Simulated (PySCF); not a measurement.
## Polarisability and C₆ of Zn (zinc, neutral)

[Ar] 3d10 4s1 4p1, high-spin 3P determinant (an excited configuration). Calculation: PySCF 2.14, in x2c-TZVPPall with one added diffuse shell each of s, p, d, f type (7s6p5d3f1g, 80 functions); the spin-free X2C one-electron Hamiltonian (Gaussian nucleus). Coupled (time-dependent) response in atomic units; α is the mean over directions.

| method | mean α (bohr³) | α xx, yy, zz | C₆ (like pair) | S(−4) |
| --- | --- | --- | --- | --- |
| UHF | 70.76 | 58.18, 95.92, 58.18 | 601.9 | 3630 |
| PBE | 73.74 | 54.39, 112.4, 54.39 | 595.6 | 5328 |
| PBE0 | 71.00 | 54.06, 104.9, 54.06 | 578.6 | 4448 |
| revPBE | 74.07 | 54.79, 112.6, 54.79 | 600.1 | 5381 |

S(−4) is the Cauchy moment in α(ω) = α(0) + S(−4) ω² + …

α(iu) at revPBE:

| u (hartree) | α(iu) (bohr³) |
| --- | --- |
| 0 | 74.07 |
| 0.0500 | 63.53 |
| 0.100 | 47.21 |
| 0.200 | 26.49 |
| 0.300 | 16.71 |
| 0.500 | 8.688 |
| 0.750 | 5.100 |
| 1.00 | 3.523 |
| 1.50 | 2.108 |
| 2.00 | 1.457 |
| 3.00 | 0.8534 |
| 5.00 | 0.4213 |

A single London oscillator, α(iu) = α/(1 + u²/ω²), gives C₆ = (3/4) ω α². Matching the computed C₆ needs ω = 4 × 600.1 / (3 × 74.07²) = 0.146 hartree.

The components differ because the open shell of this determinant is not spherical; for a pure term their mean is the scalar polarisability.
